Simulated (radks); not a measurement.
Spin polarisation of the 4f11 shell in Ho. Start: [Xe] 4f(up 5.5, down 5.5) 6s2; electrons of 4f are moved from spin down to spin up, other shells keep equal spins. Calculated with a radial shooting solver on a logarithmic mesh with Libxc functionals: scalar-relativistic Kohn-Sham, PBE, spin-polarised, spherical densities, finite nucleus; Fermi nuclear charge, rms radius of each element as measured or else 0.836 A^(1/3) + 0.57 fm.

moment (Bohr magnetons)  E - E(0) (eV)  e(4f up) (eV)  e(4f down) (eV)  6s down minus up (eV)  5p down minus up (eV)
0                                0.000         -3.148           -3.148                  0.000                  0.000
0.75                            -0.105         -3.420           -2.862                  0.019                  0.227
1.5                             -0.418         -3.679           -2.564                  0.039                  0.454
2.25                            -0.941         -3.925           -2.254                  0.059                  0.681
3                               -1.673         -4.158           -1.930                  0.079                  0.910

At moment 3 the spin-polarisation energy is -1.673 eV and the 4f exchange splitting 2.228 eV, that is 0.743 eV per Bohr magneton; E = -I m^2/4 would give I = 0.743 eV.
